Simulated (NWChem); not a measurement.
Molecule: AlHOBrCl; SMILES [OH][Al]([Cl])[Br]

```xyz
5

Al     0.4337    -0.6134     0.0000
Cl    -0.9659    -2.1714     0.0000
Br    -0.2474     1.5355     0.0000
O      2.0803    -1.0563     0.0000
H      2.7976    -0.4025     0.0000
```
Atoms are numbered in this order, from 1.

The geometry was optimised at PBE-D3(BJ)/def2-SVP.

Symmetry labels are those of Cs in the frame above (b1 and b2, or b-type labels, depend on it).

Question: List the 4 lowest vertical singlet excitations from LDA (Slater exchange, VWN5)/def2-SVP, full TDDFT (NWChem).

Answer: 
| state | energy (eV) | oscillator strength | symmetry | leading excitation (squared amplitude) |
|---|---|---|---|---|
| S1 | 5.54 | 0.012 | a' | HOMO → LUMO (0.99) |
| S2 | 5.71 | 0.003 | a" | HOMO−1 → LUMO (1.00) |
| S3 | 5.91 | 0.001 | a" | HOMO−2 → LUMO (0.99) |
| S4 | 6.04 | 0.000 | a" | HOMO → LUMO+1 (1.00) |
